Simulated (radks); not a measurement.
Ta2+, 71 electrons, occupied as [Xe] 4f14 5d3. Calculated with a radial shooting solver on a logarithmic mesh with Libxc functionals: Dirac Kohn-Sham, PW91, spin-unpolarised, spherical densities, finite nucleus; open shells fill j = l - 1/2 first; Fermi nuclear charge, rms radius 5.3507 fm.

Normalised radial functions P(r) = r R(r) (large component), r in bohr:

| r | 5s1/2 | 4f5/2 |
|---|---|---|
| 0.0007969 | 0.0515 | 0.0000 |
| 0.0009278 | 0.0579 | 0.0000 |
| 0.001071 | 0.0647 | 0.0000 |
| 0.001237 | 0.0721 | 0.0000 |
| 0.001429 | 0.0801 | 0.0000 |
| 0.001664 | 0.0893 | 0.0000 |
| 0.001921 | 0.0987 | 0.0000 |
| 0.002219 | 0.1086 | 0.0000 |
| 0.002583 | 0.1197 | 0.0000 |
| 0.002983 | 0.1305 | 0.0000 |
| 0.003445 | 0.1414 | 0.0000 |
| 0.003979 | 0.1522 | 0.0000 |
| 0.004632 | 0.1628 | 0.0000 |
| 0.00535 | 0.1718 | 0.0000 |
| 0.006178 | 0.1789 | 0.0000 |
| 0.007192 | 0.1835 | 0.0000 |
| 0.008306 | 0.1841 | 0.0000 |
| 0.009593 | 0.1798 | 0.0001 |
| 0.01108 | 0.1695 | 0.0001 |
| 0.0129 | 0.1506 | 0.0002 |
| 0.0149 | 0.1239 | 0.0004 |
| 0.0172 | 0.0879 | 0.0006 |
| 0.02003 | 0.0396 | 0.0010 |
| 0.02313 | -0.0153 | 0.0017 |
| 0.02671 | -0.0768 | 0.0028 |
| 0.03085 | -0.1412 | 0.0046 |
| 0.03591 | -0.2059 | 0.0076 |
| 0.04147 | -0.2557 | 0.0122 |
| 0.0479 | -0.2849 | 0.0194 |
| 0.05576 | -0.2827 | 0.0310 |
| 0.06439 | -0.2406 | 0.0478 |
| 0.07437 | -0.1562 | 0.0725 |
| 0.08589 | -0.0334 | 0.1079 |
| 0.09999 | 0.1222 | 0.1604 |
| 0.1155 | 0.2678 | 0.2282 |
| 0.1334 | 0.3772 | 0.3163 |
| 0.1552 | 0.4147 | 0.4331 |
| 0.1793 | 0.3491 | 0.5650 |
| 0.2071 | 0.1810 | 0.7130 |
| 0.2391 | -0.0629 | 0.8679 |
| 0.2784 | -0.3395 | 1.0244 |
| 0.3215 | -0.5401 | 1.1498 |
| 0.3713 | -0.6085 | 1.2370 |
| 0.4323 | -0.4931 | 1.2740 |
| 0.4992 | -0.2160 | 1.2522 |
| 0.5765 | 0.1655 | 1.1789 |
| 0.6658 | 0.5642 | 1.0646 |
| 0.7751 | 0.9071 | 0.9146 |
| 0.8952 | 1.0938 | 0.7600 |
| 1.034 | 1.1244 | 0.6064 |
| 1.204 | 1.0095 | 0.4565 |
| 1.39 | 0.8116 | 0.3332 |
| 1.605 | 0.5851 | 0.2318 |
| 1.854 | 0.3777 | 0.1530 |
| 2.158 | 0.2096 | 0.0927 |
| 2.492 | 0.1053 | 0.0538 |
| 2.879 | 0.0459 | 0.0288 |
| 3.351 | 0.0160 | 0.0135 |
| 3.87 | 0.0049 | 0.0059 |
| 4.469 | 0.0012 | 0.0023 |
| 5.162 | 0.0002 | 0.0008 |
| 6.009 | 0.0000 | 0.0002 |
| 6.94 | 0.0000 | 0.0000 |

5s1/2: eigenvalue -88.060 eV, 4 radial nodes at r = 0.0223, 0.0889, 0.231, 0.543 bohr, <r> = 1.10 bohr, 90 % of the charge inside 1.59 bohr. 4f5/2: eigenvalue -40.975 eV, 0 radial nodes, <r> = 0.634 bohr, 90 % of the charge inside 1.06 bohr.
